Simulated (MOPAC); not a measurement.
A run for MOPAC: PM3 on CH6BN (SMILES BNC), a point of a bond scan (R = 2.744 Å).

```
PM3 1SCF PRECISE CHARGE=0 THREADS=1
CH6BN

B     -0.17377685 1     0.16935935 1     1.35984899 1
H     -2.18133010 1     0.96558883 1     3.05271551 1
H      0.90496525 1    -0.15002550 1     1.76046960 1
N     -0.42136335 1     0.13750334 1    -0.00246435 1
C      0.50465876 1    -0.25211116 1    -1.05318898 1
H     -1.33200836 1     0.40682345 1    -0.34423305 1
H      0.67789059 1     0.56736518 1    -1.75577805 1
H      0.12956168 1    -1.11043727 1    -1.61689155 1
H      1.45669201 1    -0.52592512 1    -0.60230554 1
```

Program output:

```
*******************************************************************************
 **                                                                           **
 **                              MOPAC v23.2.5                                **
 **                                                                           **
 *******************************************************************************
 ** MOPAC's Digital Object Identifier: https://doi.org/10.5281/zenodo.6511958 **
 **                                                                           **
 ** Please cite the open-source release paper for use of this MOPAC version:  **
 ** J. E. Moussa and J. J. P. Stewart (2026)                                  **
 ** MOPAC: An open-source semiempirical molecular orbital program             **
 ** J. Open Source Softw., 11(119), 8025, https://doi.org/10.21105/joss.08025 **
 *******************************************************************************

                              PM3 CALCULATION RESULTS

 *******************************************************************************
 *  PM3        - The PM3 Hamiltonian to be used
 *
 *
 *
 *                 CHARGE ON SYSTEM = 0
 *
 *
 *
 *  PRECISE    - TIGHTER CRITERIA TO BE USED
 *  1SCF       - DO 1 SCF AND THEN STOP
 *  THREADS=1  - MULTI-THREADING NOT USED
 *  T=         - A TIME OF 172800.0 SECONDS REQUESTED
 *  DUMP=N     - RESTART FILE WRITTEN EVERY 7200.0 SECONDS REQUESTED
 *******************************************************************************
PM3 1SCF PRECISE CHARGE=0 THREADS=1
 CH6BN

   ATOM   CHEMICAL          X               Y               Z
  NUMBER   SYMBOL      (ANGSTROMS)     (ANGSTROMS)     (ANGSTROMS)

     1       B         -0.17377685  *   0.16935935  *   1.35984899  *
     2       H         -2.18133010  *   0.96558883  *   3.05271551  *
     3       H          0.90496525  *  -0.15002550  *   1.76046960  *
     4       N         -0.42136335  *   0.13750334  *  -0.00246435  *
     5       C          0.50465876  *  -0.25211116  *  -1.05318898  *
     6       H         -1.33200836  *   0.40682345  *  -0.34423305  *
     7       H          0.67789059  *   0.56736518  *  -1.75577805  *
     8       H          0.12956168  *  -1.11043727  *  -1.61689155  *
     9       H          1.45669201  *  -0.52592512  *  -0.60230554  *



          CARTESIAN COORDINATES

    NO.       ATOM           X           Y           Z

     1         B         -0.1738      0.1694      1.3598
     2         H         -2.1813      0.9656      3.0527
     3         H          0.9050     -0.1500      1.7605
     4         N         -0.4214      0.1375     -0.0025
     5         C          0.5047     -0.2521     -1.0532
     6         H         -1.3320      0.4068     -0.3442
     7         H          0.6779      0.5674     -1.7558
     8         H          0.1296     -1.1104     -1.6169
     9         H          1.4567     -0.5259     -0.6023

  H: (PM3): J. J. P. STEWART, J. COMP. CHEM. 10, 209 (1989).
  B: (PM3): J. J. P. STEWART, J. MOL. MOD., 10, 155-164 (2004)
  C: (PM3): J. J. P. STEWART, J. COMP. CHEM. 10, 209 (1989).
  N: (PM3): J. J. P. STEWART, J. COMP. CHEM. 10, 209 (1989).

           Empirical Formula: C H6 N B  =     9 atoms



      MOLECULAR POINT GROUP   :   Cs


      RHF CALCULATION, NO. OF DOUBLY OCCUPIED LEVELS = 9


 -------------------------------------------------------------------------------
 PM3 1SCF PRECISE CHARGE=0 THREADS=1
 CH6BN



     1SCF WAS SPECIFIED, SO BFGS WAS NOT USED
     SCF FIELD WAS ACHIEVED


                              PM3 CALCULATION
                                                       MOPAC v23.2.5 Linux




          FINAL HEAT OF FORMATION =        140.82465 KCAL/MOL =     589.21032 KJ/MOL


          COSMO AREA              =        104.38 SQUARE ANGSTROMS
          COSMO VOLUME            =         82.81 CUBIC ANGSTROMS

          IONIZATION POTENTIAL    =          8.089335 EV
          HOMO LUMO ENERGIES (EV) =         -8.089 -0.801
          NO. OF FILLED LEVELS    =          9
          MOLECULAR WEIGHT        =         42.8751         POINT GROUP:  Cs

          MOLECULAR DIMENSIONS (Angstroms)

            Atom       Atom       Distance
            H     7    H     2     5.60851
            H     6    H     3     3.05841
            H     8    H     2     1.74746


          SCF CALCULATIONS        =          1





   ATOM   CHEMICAL          X               Y               Z
  NUMBER   SYMBOL      (ANGSTROMS)     (ANGSTROMS)     (ANGSTROMS)

     1       B         -0.17377685  *   0.16935935  *   1.35984899  *
     2       H         -2.18133010  *   0.96558883  *   3.05271551  *
     3       H          0.90496525  *  -0.15002550  *   1.76046960  *
     4       N         -0.42136335  *   0.13750334  *  -0.00246435  *
     5       C          0.50465876  *  -0.25211116  *  -1.05318898  *
     6       H         -1.33200836  *   0.40682345  *  -0.34423305  *
     7       H          0.67789059  *   0.56736518  *  -1.75577805  *
     8       H          0.12956168  *  -1.11043727  *  -1.61689155  *
     9       H          1.45669201  *  -0.52592512  *  -0.60230554  *

                             CARTESIAN COORDINATES

   1    B       -0.173776850     0.169359350     1.359848990
   2    H       -2.181330100     0.965588830     3.052715510
   3    H        0.904965250    -0.150025500     1.760469600
   4    N       -0.421363350     0.137503340    -0.002464350
   5    C        0.504658760    -0.252111160    -1.053188980
   6    H       -1.332008360     0.406823450    -0.344233050
   7    H        0.677890590     0.567365180    -1.755778050
   8    H        0.129561680    -1.110437270    -1.616891550
   9    H        1.456692010    -0.525925120    -0.602305540


           Empirical Formula: C H6 N B  =     9 atoms



      MOLECULAR POINT GROUP   :   Cs


                  EIGENVALUES
 -34.59750 -24.87013 -19.71242 -16.73709 -15.48911 -14.70427 -13.32675 -10.92602
  -8.08933  -0.80072   1.83997   2.04848   3.16277   3.46707   3.56072   4.14872
   5.44040   5.80569


              NET ATOMIC CHARGES AND DIPOLE CONTRIBUTIONS

  ATOM NO.   TYPE          CHARGE      No. of ELECS.   s-Pop       p-Pop
    1          B          -0.292328        3.2923     1.17952     2.11280
    2          H          -0.084814        1.0848     1.08481
    3          H           0.057303        0.9427     0.94270
    4          N           0.257630        4.7424     1.25236     3.49001
    5          C          -0.138601        4.1386     1.15056     2.98804
    6          H           0.038292        0.9617     0.96171
    7          H           0.048605        0.9514     0.95140
    8          H           0.048605        0.9514     0.95140
    9          H           0.065308        0.9347     0.93469
 DIPOLE           X         Y         Z       TOTAL
 POINT-CHG.     0.925    -0.551    -3.010     3.197
 HYBRID        -0.046    -0.060    -0.903     0.906
 SUM            0.879    -0.611    -3.913     4.057


          ATOMIC ORBITAL ELECTRON POPULATIONS

     Atom    s        px        py        pz
    1  B   1.17952   0.78256   0.53369   0.79655
    2  H   1.08481
    3  H   0.94270
    4  N   1.25236   1.01636   1.43255   1.04110
    5  C   1.15056   1.00135   1.01481   0.97188
    6  H   0.96171
    7  H   0.95140
    8  H   0.95140
    9  H   0.93469

 **********************
 *                    *
 * JOB ENDED NORMALLY *
 *                    *
 **********************




 == MOPAC DONE ==
```

The run finished.

Cost: very roughly 0.04 core-seconds.
